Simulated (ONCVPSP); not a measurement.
Gd (Z = 64) ONCV: all-electron and pseudo phase curves

ONCVPSP 4.0.1 input, shortened (lines: element, Z, core and valence counts, functional; n l f; lmax; l rc ep ncon nbas qcut; lloc lpopt rc5 dvloc0; l nproj debl; icmod fcfact rcfact), LDA (Perdew-Zunger), scalar-relativistic:

```
  Gd 64.00    9    5        3      upf
    1    0    2.00
    2    0    2.00
    2    1    6.00
    3    0    2.00
    3    1    6.00
    3    2   10.00
    4    0    2.00
    4    1    6.00
    4    2   10.00
    4    3    7.00
    5    0    2.00
    5    1    6.00
    5    2    1.00
    6    0    2.00
    3
    0    2.40    0.00    4    7    6.60
    1    2.65    0.00    4    8    5.00
    2    3.85    0.00    4    9    4.50
    3    0.90    0.00    4    9   19.80
    4    5    0.90   -1.00
    0    2    2.10
    1    2    3.90
    2    1    4.00
    3    3    0.50
    1    0.45    0.00
```

The phase is arctan(r·R′/R) of the radial function R(r), unwrapped; energies in Ha, scanned from -3 to 5 Ha. A pole is an energy at which the radial function vanishes at the test radius. The pseudo phase is shifted by a multiple of π to meet the all-electron one at the reference energy, and phase errors are pseudo minus all-electron; the curves can meet again beyond the range given. Levels narrower than the energy grid can be missing from the lists of poles.

| channel | radius (bohr) | reference energy (Ha) | poles, all-electron | poles, pseudo | unbroken range about the reference energy with phases within 0.05 rad | phase error 1 Ha above the reference energy (rad) |
| --- | --- | --- | --- | --- | --- | --- |
| s | 2.44 | -0.16 | -1.73, 2.55 | -1.73, 2.51 | below 4.0 | -0.001 |
| p | 2.69 | -1.01 | -0.87, 2.49 | -0.87, 0.76, 2.49 | below 0.2 | -0.015 |
| d | 3.92 | -0.10 | 0.01, 1.34, 3.55 | 0.01, 1.49, 4.22 | below 0.3 | +0.039 |
| f | 0.92 | -0.33 | 2.53 | 2.53 | the whole range | -0.000 |

Note: ghosts flagged at negative energy: s at -281.3 eV; GHOST(+) flagged for p at 20.5 eV, d at 59.0 eV. A true bound ghost makes a file unfit for plane-wave use.

Phases in the f channel:

```json
{"E (Ha)": "-2.98", "all-electron": "0.469", "pseudo": "0.469"}
{"E (Ha)": "-2.76", "all-electron": "0.365", "pseudo": "0.365"}
{"E (Ha)": "-2.54", "all-electron": "0.244", "pseudo": "0.244"}
{"E (Ha)": "-2.32", "all-electron": "0.107", "pseudo": "0.107"}
{"E (Ha)": "-2.10", "all-electron": "-0.044", "pseudo": "-0.044"}
{"E (Ha)": "-1.88", "all-electron": "-0.203", "pseudo": "-0.203"}
{"E (Ha)": "-1.66", "all-electron": "-0.364", "pseudo": "-0.364"}
{"E (Ha)": "-1.44", "all-electron": "-0.518", "pseudo": "-0.518"}
{"E (Ha)": "-1.22", "all-electron": "-0.660", "pseudo": "-0.660"}
{"E (Ha)": "-1.00", "all-electron": "-0.787", "pseudo": "-0.787"}
{"E (Ha)": "-0.78", "all-electron": "-0.898", "pseudo": "-0.898"}
{"E (Ha)": "-0.56", "all-electron": "-0.993", "pseudo": "-0.993"}
{"E (Ha)": "-0.34", "all-electron": "-1.076", "pseudo": "-1.076"}
{"E (Ha)": "-0.12", "all-electron": "-1.146", "pseudo": "-1.146"}
{"E (Ha)": "0.10", "all-electron": "-1.208", "pseudo": "-1.208"}
{"E (Ha)": "0.32", "all-electron": "-1.261", "pseudo": "-1.261"}
{"E (Ha)": "0.54", "all-electron": "-1.308", "pseudo": "-1.308"}
{"E (Ha)": "0.76", "all-electron": "-1.349", "pseudo": "-1.349"}
{"E (Ha)": "0.98", "all-electron": "-1.386", "pseudo": "-1.386"}
{"E (Ha)": "1.20", "all-electron": "-1.419", "pseudo": "-1.419"}
{"E (Ha)": "1.42", "all-electron": "-1.450", "pseudo": "-1.450"}
{"E (Ha)": "1.64", "all-electron": "-1.477", "pseudo": "-1.477"}
{"E (Ha)": "1.86", "all-electron": "-1.503", "pseudo": "-1.503"}
{"E (Ha)": "2.08", "all-electron": "-1.526", "pseudo": "-1.526"}
{"E (Ha)": "2.30", "all-electron": "-1.549", "pseudo": "-1.549"}
{"E (Ha)": "2.52", "all-electron": "-1.569", "pseudo": "-1.569"}
{"E (Ha)": "2.74", "all-electron": "-1.589", "pseudo": "-1.589"}
{"E (Ha)": "2.96", "all-electron": "-1.608", "pseudo": "-1.608"}
{"E (Ha)": "3.18", "all-electron": "-1.627", "pseudo": "-1.627"}
{"E (Ha)": "3.40", "all-electron": "-1.645", "pseudo": "-1.645"}
{"E (Ha)": "3.62", "all-electron": "-1.662", "pseudo": "-1.662"}
{"E (Ha)": "3.84", "all-electron": "-1.679", "pseudo": "-1.679"}
{"E (Ha)": "4.06", "all-electron": "-1.696", "pseudo": "-1.696"}
{"E (Ha)": "4.28", "all-electron": "-1.713", "pseudo": "-1.713"}
{"E (Ha)": "4.50", "all-electron": "-1.730", "pseudo": "-1.730"}
{"E (Ha)": "4.72", "all-electron": "-1.747", "pseudo": "-1.747"}
{"E (Ha)": "4.94", "all-electron": "-1.764", "pseudo": "-1.764"}
```
